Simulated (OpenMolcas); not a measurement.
## Cu4+ in a point-charge field

Cu4+ among 2 point charges of -3 e arranged as a linear pair (D∞h), 1.83 Å from the ion.
```
   0.0000    0.0000    1.8300  -3.00
   0.0000    0.0000   -1.8300  -3.00
```

```yaml
Program: OpenMolcas
Method: CASSCF
Basis: ANO-RCC-VDZP [5s4p2d1f]
Scalar_Hamiltonian: DKH2, point nucleus
Active_space: 7 electrons in 5 orbitals (3d)
State_averaging: 2S+1 = 4 even, 10 roots; 2S+1 = 2 even, 40 roots
Spin-orbit_coupling: state interaction with AMFI integrals over the reference wave functions
```

The lowest spin-free states (labels by Λ), above the lowest:

```json
{"State": "4Φ", "Degeneracy": "2", "E (cm-1)": "0.0", "Free-ion L (%)": "F (100)"}
{"State": "4Σ", "Degeneracy": "1", "E (cm-1)": "1510", "Free-ion L (%)": "F (75)"}
{"State": "4Π", "Degeneracy": "2", "E (cm-1)": "4250", "Free-ion L (%)": "F (93)"}
{"State": "4Δ", "Degeneracy": "2", "E (cm-1)": "5139", "Free-ion L (%)": "F (100)"}
{"State": "4Σ", "Degeneracy": "1", "E (cm-1)": "21964", "Free-ion L (%)": "P (75)"}
{"State": "2Δ", "Degeneracy": "2", "E (cm-1)": "24327", "Free-ion L (%)": "G (79)"}
{"State": "2Π", "Degeneracy": "2", "E (cm-1)": "24416", "Free-ion L (%)": "G (67)"}
{"State": "2Σ", "Degeneracy": "1", "E (cm-1)": "25252", "Free-ion L (%)": "G (98)"}
{"State": "2Σ", "Degeneracy": "1", "E (cm-1)": "26137", "Free-ion L (%)": "H (90)"}
{"State": "2Φ", "Degeneracy": "2", "E (cm-1)": "26679", "Free-ion L (%)": "G (88)"}
{"State": "2Π", "Degeneracy": "2", "E (cm-1)": "27545", "Free-ion L (%)": "H (61)"}
{"State": "2Δ", "Degeneracy": "2", "E (cm-1)": "29248", "Free-ion L (%)": "H (70)"}
{"State": "2Π", "Degeneracy": "2", "E (cm-1)": "30397", "Free-ion L (%)": "P (68)"}
{"State": "2Γ", "Degeneracy": "2", "E (cm-1)": "30533", "Free-ion L (%)": "G (94)"}
{"State": "2Φ", "Degeneracy": "2", "E (cm-1)": "34979", "Free-ion L (%)": "H (87)"}
{"State": "2Δ", "Degeneracy": "2", "E (cm-1)": "35485", "Free-ion L (%)": "D (66)"}
{"State": "4Π", "Degeneracy": "2", "E (cm-1)": "35647", "Free-ion L (%)": "P (93)"}
{"State": "2Σ", "Degeneracy": "1", "E (cm-1)": "38310", "Free-ion L (%)": "P (96)"}
{"State": "2Γ", "Degeneracy": "2", "E (cm-1)": "41014", "Free-ion L (%)": "H (94)"}
{"State": "2Π", "Degeneracy": "2", "E (cm-1)": "41985", "Free-ion L (%)": "D (65)"}
```

The lowest levels with spin-orbit coupling:

```csv
E (cm-1),Degeneracy,2S+1,g
0.0,2,4,0.00 0.00 12.00
942.2,2,4,0.00 0.00 8.05
1910,2,4,0.00 0.00 4.11
2476,2,4,1.90 5.72 5.72
2685,2,4,0.00 0.00 5.11
2961,2,4,0.00 0.00 0.74
4814,2,4,0.00 0.00 7.48
5389,2,4,0.00 0.00 3.70
5803,2,4,0.00 0.00 9.95
5811,2,4,0.23 3.62 3.62
6611,2,4,2.25 2.25 3.47
7032,2,4,0.00 0.00 6.41
7741,2,4,0.00 0.00 2.45
8129,2,4,0.28 0.28 1.60
23356,2,4,0.00 0.00 5.94
23419,2,4,1.98 4.02 4.02
24813,2,2,0.00 0.00 3.61
25070,2,2,0.00 0.00 5.98
25751,2,2,1.18 3.13 3.13
26628,2,2,0.95 2.63 2.63
```

Powder χT (cm3 K/mol): 4.51 at 2 K, 4.52 at 10 K, 4.57 at 50 K, 4.64 at 100 K, 4.78 at 200 K, 4.89 at 300 K. The effective moment at 300 K is 2.828 √(χT) = 6.26 μB.

The lowest level has 2S+1 = 4, for which the spin-only value is χT = S(S+1) / 2 = 1.875 cm3 K/mol (g = 2). The computed 4.892 at 300 K differs by +3.017, through orbital momentum, spin-orbit coupling and any other state in reach.

Without dynamic correlation the repulsion within the d shell is too large (B by tens of per cent), so at a given field states of lower spin stand too high. Point charges give a weaker field than real ligands, and real ions of this kind are often low spin; the high spin found here belongs to the model. Point charges carry no covalency, so the field is a model and not that of real ligands. No measured value stands beside these numbers.
